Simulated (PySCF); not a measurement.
Mg(F)(OSiH3) (FH3MgOSi), SMILES [F][Mg][O][SiH3].

The structure is a stationary point at PBE0-D3(BJ)/def2-SVP. One conformer was computed; it need not be the lowest.

Calculation: TDA-LC-ωPBE/def2-SVPD (PySCF).

Vertical excitations; the highest root listed may be one member of a degenerate set. The molecule is in vacuum. State labels are in the subgroup Cs.

Computed lowest excited states:
```
state  symmetry  energy (eV)  λ (nm)      f                                                                 main pairs
-----  --------  -----------  ------  -----  -------------------------------------------------------------------------
S1           A"         6.36     195  0.020                                               HOMO−1→LUMO (degenerate set)
S2           A'         6.36     195  0.020                                                 HOMO→LUMO (degenerate set)
S3           A'         7.72     161  0.046                                               HOMO−3→LUMO (degenerate set)
S4           A"         7.72     161  0.046                                               HOMO−2→LUMO (degenerate set)
S5           A'         8.17     152  0.023      HOMO−1→LUMO+2, HOMO→LUMO+1, HOMO→LUMO+5, HOMO−5→LUMO (degenerate set)
S6           A"         8.17     152  0.023    HOMO−1→LUMO+1, HOMO→LUMO+2, HOMO−1→LUMO+5, HOMO−4→LUMO (degenerate set)
S7           A"         8.23     151  0.000                                       HOMO→LUMO+2 36 %, HOMO−1→LUMO+1 36 %
S8           A'         8.27     150  0.011        HOMO→LUMO+5, HOMO→LUMO+4, HOMO−5→LUMO, HOMO→LUMO+3 (degenerate set)
S9           A"         8.27     150  0.011  HOMO−1→LUMO+5, HOMO−1→LUMO+4, HOMO−4→LUMO, HOMO−1→LUMO+3 (degenerate set)
S10          A'         8.49     146  0.001                     HOMO−6→LUMO 44 %, HOMO→LUMO+1 20 %, HOMO−1→LUMO+2 20 %
T1           A'         6.06     205      0                                                 HOMO→LUMO (degenerate set)
T2           A"         6.06     205      0                                               HOMO−1→LUMO (degenerate set)
T3           A'         7.39     168      0                                               HOMO−3→LUMO (degenerate set)
T4           A"         7.39     168      0                                               HOMO−2→LUMO (degenerate set)
```
Triplets are in the Tamm–Dancoff approximation.
